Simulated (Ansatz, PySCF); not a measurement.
The Ansatz (a first-principles code) input:
Ansatz 0.2 input:
```yaml
crystal:
  periodic: [false, false, false]
  atoms:
    - {symbol: O, position_ang: [0.27524919, -0.58420743, -0.62303532]}
    - {symbol: C, position_ang: [0.09401883, 0.90333784, -0.29403238]}
    - {symbol: C, position_ang: [1.02460482, -1.20359562, 0.34229042]}
    - {symbol: C, position_ang: [-1.27934567, 1.02284955, 0.39588235]}
    - {symbol: H, position_ang: [-0.06509560, 1.31189351, -1.33559503]}
    - {symbol: H, position_ang: [1.24877528, -2.23160334, 0.01033964]}
    - {symbol: H, position_ang: [1.98223373, -0.68204747, 0.53292018]}
    - {symbol: H, position_ang: [0.50182452, -1.27623020, 1.31766778]}
    - {symbol: H, position_ang: [-2.14125770, 0.55895431, -0.13156786]}
    - {symbol: H, position_ang: [-1.24810032, 0.57100939, 1.39663175]}
    - {symbol: H, position_ang: [-1.51604143, 2.08613261, 0.52904382]}
basis:
  gaussian:
    orbitals: STO-3G
hamiltonian:
  xc: b3lyp5
total_charge: -1
accuracy: high
```

Task: Convert this to an input for PySCF.

Result: Several could match; the one computed here: 
```python
from pyscf import gto, scf, dft

mol = gto.M(
    atom='''
O     0.27524919   -0.58420743   -0.62303532
C     0.09401883    0.90333784   -0.29403238
C     1.02460482   -1.20359562    0.34229042
C    -1.27934567    1.02284955    0.39588235
H    -0.06509560    1.31189351   -1.33559503
H     1.24877528   -2.23160334    0.01033964
H     1.98223373   -0.68204747    0.53292018
H     0.50182452   -1.27623020    1.31766778
H    -2.14125770    0.55895431   -0.13156786
H    -1.24810032    0.57100939    1.39663175
H    -1.51604143    2.08613261    0.52904382
''',
    basis='sto-3g',
    charge=-1,
    verbose=4,
)

mf = dft.RKS(mol)
mf.xc = 'b3lyp5'
mf.grids.atom_grid = (99, 590)
mf.grids.prune = None
mf.kernel()
```

Both were run: Ansatz gave -190.920209 Eh and PySCF -190.920209 Eh, 0.000 mEh apart.
